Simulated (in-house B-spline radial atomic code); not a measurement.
**RPA and G0W0 on LC-wPBE: C-**

Configuration [He] 2s2 2p3, highest spin, mean-field start LC-wPBE. Computed with a B-spline radial code for spherical atoms: all electrons, scalar-relativistic (spin-free one-electron X2C), finite nucleus, each spin shell either full or empty, empty states to l = 9 with an (l + 1/2)⁻⁴ tail; G0W0 by contour deformation at full frequency.

Command:
```bash
python run_gw.py task.json out
```
Settings (radii: box in bohr, nucleus in fm):
```
Z                        6
electrons                7
configuration            [He] 2s2 2p3
hamiltonian              x2c
method                   lc_wpbe
lmax                     9
rms_radius               2.4702
spin_polarised           True
box_radius               60
intervals                77
```

Run time, properties included: 1.8 s on 1 thread of Arm Neoverse V2 (shared host).

Energies (hartree):

```
                                     term      value
                         mean-field total  -37.89304
Hartree-Fock functional on these orbitals  -37.72006
                      direct second order   -0.33189
                    second-order exchange    0.15245
                         SOSEX correction    0.13249
```

(1) What is the RPA correlation energy, and what remains with SOSEX?

Quasi-particle levels (eV):

| level | occupied | mean field | Σx - vxc | Σc | QP weight | G0W0 |
| --- | --- | --- | --- | --- | --- | --- |
| 2p up | yes | -1.663 | -0.46 | ? | ? | ? |
| 2s down | yes | -6.734 | 0.63 | -0.20 | 0.850 | -6.311 |

G0W0 = mean field + (Σx - vxc) + Σc, with Σc (partial-wave tail included) taken at the quasi-particle energy. Levels of low weight are left out.

(2) Where does G0W0 put 2p up?

Results:

(1) RPA gives -0.27857 hartree (-1.08 eV per electron); RPA + SOSEX gives -0.14607, and the second-order doubles -0.17944 hartree (no singles). SOSEX takes back 48 % of the RPA value.

(2) At -1.553 eV, with Σc = 0.57 eV and a quasi-particle weight of 0.869. The tabulated removal energy is 1.262 eV (electron affinity of the neutral atom).
